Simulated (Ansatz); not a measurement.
Consider the formal exchange of groups at a B–O bond: `C=COB(O)O` + `C=C[Te][SiH2]C` → `C[SiH2][Te]B(O)O` + `C=COC=C`.

Calculated with Ansatz (gas phase, PBE0-D4/def2-TZVP geometries, no zero-point term in ΔE). CCSD(T)/CBS adds triple-zeta CCSD(T) − MP2 to the extrapolated MP2 energy (def2 sets, frozen cores). Functionals use def2-TZVPP. def2 core potentials past Kr. For Te outer-core shells are correlated without core-valence functions, which leaves a few kJ/mol of doubt a bond. One conformer a species, not always the lowest.

```json
{"species": "`C=COB(O)O`", "PBE-D4 energy (Eh)": "-329.64233"}
{"species": "`C=C[Te][SiH2]C`", "PBE-D4 energy (Eh)": "-676.38450"}
{"species": "`C[SiH2][Te]B(O)O`", "PBE-D4 energy (Eh)": "-774.98725"}
{"species": "`C=COC=C`", "PBE-D4 energy (Eh)": "-231.00650"}
```

(1) Work out ΔE.

Largest T1 diagnostic among the species: 0.013.

Answers

(1) ΔE = (-774.98725) + (-231.00650) − (-329.64233) − (-676.38450) = 0.03308 Eh = +86.9 kJ/mol. CCSD(T)/CBS gives +104.7 kJ/mol.

From PBE to PBE0 (25 % exact exchange), in def2-TZVPP and without D4, ΔE moves by +5.3 kJ/mol. In def2-TZVPP, CCSD(T) changes the Hartree–Fock value by −10.2 kJ/mol (the triples alone add −3.0 kJ/mol) and MP2 by −11.3 kJ/mol.
